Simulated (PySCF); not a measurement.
Working out the ionisation energy of Te

Te [Kr] 4d10 5s2 5p4 (3P) → Te⁺ [Kr] 4d10 5s2 5p3 (4S). Computed with PySCF 2.14 in aug-cc-pVQZ-PP with ECP28MDF, with a scalar-relativistic core potential. Frozen: 4s2 4p6 4d10. Energies in hartree (1 hartree = 27.21139 eV):

```json
{"part": "UHF", "Te (lower)": "-267.006904", "Te⁺ (upper)": "-266.722731"}
{"part": "CCSD correlation", "Te (lower)": "-0.112111", "Te⁺ (upper)": "-0.080761"}
{"part": "(T)", "Te (lower)": "-0.004170", "Te⁺ (upper)": "-0.002713"}
```

What does Hartree-Fock give?

(-266.722731) − (-267.006904) = 0.284173 hartree = 7.733 eV.

What do CCSD and CCSD(T) give?

The CCSD correlation energies differ by 0.031350 hartree = 0.853 eV and the triples by 0.001457 hartree = 0.040 eV, so CCSD gives 8.586 eV and CCSD(T) 8.626 eV.

Measured between the centres of the two terms (NIST): 8.749 eV, so CCSD(T) (valence) is off by -0.123 eV.

What remains against the reference includes basis incompleteness, the frozen core and higher excitations.
